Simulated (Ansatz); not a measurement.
This geometry of FH₅Si₃ (9 atoms, charge 0, multiplicity 1) is a first-order saddle point.

Computed with Ansatz, UKS PBE-D4/def2-SVP.

```xyz
9
Properties=species:S:1:pos:R:3
F -1.078 1.770 -2.663
Si 0.472 1.320 -2.281
Si 0.530 0.189 -0.302
Si -0.552 -1.161 1.336
H 0.934 2.219 -1.039
H 2.024 0.052 -0.063
H -0.383 -2.604 0.928
H -2.017 -0.834 1.393
H 0.071 -0.952 2.691
```

(1) Which two structures does it join? (They come from a converged band through this point; their orientation in space is the band's.)

(2) How far does it lie above each of them?

Results:

(1) Bonds broken: Si2–H5. Bonds formed: Si3–H5.

First end point:

```xyz
9
Properties=species:S:1:pos:R:3
F -1.341 1.535 -1.833
Si 0.244 1.219 -1.546
Si 0.939 0.578 0.449
Si -0.537 -1.093 1.199
H 1.013 2.050 -2.541
H 2.317 0.031 0.127
H -0.313 -2.430 0.544
H -1.939 -0.624 0.914
H -0.383 -1.267 2.686
```

Last end point:

```xyz
9
Properties=species:S:1:pos:R:3
F -1.443 0.798 -2.106
Si 0.132 0.531 -2.572
Si 0.975 0.561 -0.277
Si -0.482 -0.770 1.009
H 0.872 1.977 0.248
H 2.407 0.110 -0.127
H -0.605 -2.136 0.385
H -1.841 -0.128 1.012
H -0.015 -0.942 2.430
```

(2) 0.72 eV above the first and 0.68 eV above the second. This is the barrier of this one path; another mechanism may lie lower. The orbitals stay closed-shell, which can raise the energy where a bond breaks towards radicals; this wasn't checked here.

Time of the run: 4.4 min on 2 threads of Arm Neoverse V1, on a shared host, peak memory 0.21 GiB.
